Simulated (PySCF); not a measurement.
**H2, PBE0: how much the basis matters**

PySCF, UKS reference; singlet, unpaired electrons none; De to H + H without counterpoise correction.

```tsv
basis	relativity	functions	Re (Å)	ωe (cm⁻¹)	De (eV)
STO-3G	no relativity	2	0.728	5145	6.03
3-21G	no relativity	4	0.748	4460	4.54
jorge-DZP-DKH	spin-free X2C	10	0.763	4382	4.42
def2-TZVP	no relativity	12	0.746	4415	4.52
def2-SVPD	no relativity	16	0.760	4382	4.44
aug-pcseg-1	no relativity	18	0.755	4420	4.48
x2c-TZVPPall	spin-free X2C	28	0.745	4408	4.53
def2-TZVPPD	no relativity	34	0.745	4408	4.53
```

Problem. How does each smaller set differ from the one with most functions, def2-TZVPPD?

Solution. STO-3G: -1.7 pm, +16.7 % in ωe, +1.50 eV in De; 3-21G: +0.3 pm, +1.2 % in ωe, +0.01 eV in De; jorge-DZP-DKH: +1.8 pm, -0.6 % in ωe, -0.11 eV in De; def2-TZVP: +0.1 pm, +0.2 % in ωe, -0.01 eV in De; def2-SVPD: +1.5 pm, -0.6 % in ωe, -0.09 eV in De; aug-pcseg-1: +1.0 pm, +0.3 % in ωe, -0.05 eV in De; x2c-TZVPPall: +0.0 pm, +0.0 % in ωe, +0.00 eV in De. All at PBE0; the set with most functions is neither the basis-set limit nor always the best. The rows treat relativity differently, so the differences are not basis effects alone.

3-21G and STO-3G are very small, so such numbers show the basis as much as the molecule.
